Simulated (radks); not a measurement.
Task: The lutetium ion Lu2+, [Xe] 4f14 6s1. Calculated with a radial shooting solver on a logarithmic mesh with Libxc functionals: non-relativistic Kohn-Sham, exchange-only B88, spin-polarised, spherical densities, point nucleus. Every spin shell is full or empty, so the densities are truly spherical. Functionals are evaluated on that one density, not self-consistently. Rank these orbital-free kinetic functionals by their error against the exact value of the orbitals, and give that value: Thomas-Fermi, von Weizsacker, TF + vW, TF + vW/9, TF + vW/5, revAPBEK, Perdew 92, Thakkar, Pearson, PG1, DePristo-Kress, Ernzerhof.

Result: Exact: 13851.9 hartree. From best to worst, with 100 (|E| - |E exact|)/|E exact| (equal figures are ties): revAPBEK +0.13, DePristo-Kress -0.25, Ernzerhof -0.54, Perdew 92 -0.75, TF + vW/9 -0.76, Thakkar -0.80, Pearson -0.93, TF + vW/5 +2.52, Thomas-Fermi -4.86, PG1 +12.95, TF + vW +32.04, von Weizsacker -63.10.
